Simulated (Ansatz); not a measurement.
Consider the ligand exchange at a Ge–O bond: `[OH][GeH2][O][SiH](O)O` + `O[SiH2]O` → `O[SiH2][O][GeH2][OH]` + `O[SiH](O)O`.

Gas-phase electronic energies from Ansatz, PBE0-D4/def2-TZVP geometries. CBS: MP2 limit from def2 TZ/QZ plus the TZ coupled-cluster correction, frozen cores. Functionals use def2-TZVPP. B3LYP here is the variant with VWN-RPA as its local correlation; programs differ in this. For Ge outer-core shells are correlated without core-valence functions, which leaves a few kJ/mol of doubt a bond. Scalar relativity is left out up to krypton. One conformer a species, not always the lowest.

`[OH][GeH2][O][SiH](O)O`:

```xyz
12

O    -0.462    1.833    1.569
Ge   -0.921    1.662   -0.125
O    -0.974   -0.082   -0.503
Si    0.093   -1.248   -0.165
O     1.084   -0.662    1.013
O     1.092   -1.633   -1.404
H     0.264    1.231    1.773
H     0.115    2.301   -1.066
H    -2.343    2.202   -0.273
H    -0.654   -2.446    0.269
H     1.971   -1.022    1.047
H     0.735   -2.137   -2.136
```

`O[SiH2]O`:

Z-matrix (Å, degrees):
```
Si
O 1 1.642
O 1 1.642 2 113.5
H 1 1.481 2 111.5 3 116.9
H 1 1.481 2 103.8 3 -121.2
H 2 0.958 1 117.7 3 -66.0
H 3 0.958 1 117.7 2 -66.0
```

`O[SiH2][O][GeH2][OH]`:

Cartesian coordinates in Å:
```
O 2.331 -1.164 -0.305
Si 1.533 0.234 0.015
O 0.003 0.222 -0.550
Ge -1.557 -0.323 0.089
O -2.370 1.066 0.822
H 2.564 -1.347 -1.216
H 2.213 1.379 -0.640
H 1.549 0.336 1.493
H -1.354 -1.318 1.234
H -2.334 -0.842 -1.129
H -2.578 1.757 0.189
```

`O[SiH](O)O`:

Z-matrix (Å, degrees):
```
Si
O 1 1.641
O 1 1.633 2 105.0
O 1 1.630 2 114.4 3 -119.5
H 1 1.476 2 110.6 3 122.9
H 2 0.958 1 117.9 3 -173.6
H 3 0.958 1 116.6 2 25.4
H 4 0.959 1 117.6 2 72.3
```

Problem. Is it downhill or uphill in electronic energy at CCSD(T)/CBS, and by how much? (Best estimate.)

Solution. Ansatz gave: Uphill: ΔE = +9.0 kJ/mol.

Problem. What do these levels give: PBE-D4, B3LYP-D4, SCS-MP2/def2-TZVPP, HF/def2-QZVPP, MP2/def2-QZVPP, MP2/CBS(def2)? (An estimate is asked.)

Solution. The calculation gave: PBE-D4 9.9, B3LYP-D4 10.0, SCS-MP2/def2-TZVPP 7.8, HF/def2-QZVPP 3.0, MP2/def2-QZVPP 8.7, MP2/CBS(def2) 8.8 kJ/mol.

Largest T1 diagnostic among the species: 0.012.

The D4 term adds +3.8 kJ/mol with B3LYP and +2.0 kJ/mol with PBE0; it sums over pairs of atoms, weighted by their polarisabilities, and B3LYP, whose exchange is more repulsive, gets the larger term. In def2-TZVPP, CCSD(T) changes the Hartree–Fock value by +5.8 kJ/mol (the triples alone add +1.0 kJ/mol) and MP2 by +5.6 kJ/mol.
